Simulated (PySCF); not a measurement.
# Computed vibrations of [Dy(NH2)3]−

[Dy(NH2)3]− (singlet in the valence; each metal's 4f electrons, 10 of them, lie in its core potential, out of spins and levels). PySCF 2.14.0, RKS PBE0, Dy lcecp-0-SVP with ECP56, N def2-SVP, H def2-SVP; non-relativistic Hamiltonian with scalar-relativistic core potentials where named; density fitting; no spin-orbit coupling. Central differences of gradients.

```xyz
10

Dy    0.0000    0.0000    0.0000
N     2.4166    0.0000    0.0000
H     3.0580    0.0000    0.7991
H     3.0580    0.0000   -0.7991
N    -1.2083    2.0928    0.0000
H    -1.5290    2.6483    0.7991
H    -1.5290    2.6483   -0.7991
N    -1.2083   -2.0928    0.0000
H    -1.5290   -2.6483    0.7991
H    -1.5290   -2.6483   -0.7991
```

Run from Python with OMP_NUM_THREADS=2. Where DIIS fails, smearing, a level shift and second-order steps follow.
It took 45 s on 2 threads of Arm Neoverse V1 (shared host).

Problem. What are the harmonic wavenumbers and infrared intensities?

Solution. Modes are labelled in D3h; negative numbers are unstable modes, those under 60 cm⁻¹ near the noise; a finer grid moves soft modes by up to 10 cm⁻¹.
```
cm⁻¹  km/mol  symmetry
-316       –       e''
-316       –       e''
-297       –      a1''
  65    36.4      a2''
  98     3.2        e'
  98     3.2        e'
 228     0.0       a2'
 244     0.0       e''
 244     0.0       e''
 275   197.5      a2''
 280   210.2        e'
 280   210.2        e'
 364    94.1        e'
 364    94.1        e'
 389     0.0       a1'
1534     1.9        e'
1534     1.9        e'
1539     0.0       a1'
3465    63.1        e'
3465    63.1        e'
3468     0.0       a1'
3540     0.0       e''
3540     0.0       e''
3540    75.8      a2''
```

Problem. Is this a minimum?

Solution. No: 3 unstable; the lowest moves the atoms so:
```
Dy   0.00  0.00  0.00
N    0.00  0.00 -0.02
H   -0.02 -0.38  0.00
H    0.02  0.38  0.00
N    0.00  0.00 -0.01
H   -0.49 -0.29  0.00
H    0.49  0.29  0.00
N    0.00  0.00  0.03
H   -0.17  0.07  0.00
H    0.17 -0.07  0.00
```

An lcecp potential fixes the number of 4f electrons, so in runs with it no electron can move into or out of that shell; real Dy(II) is rare or takes another configuration.
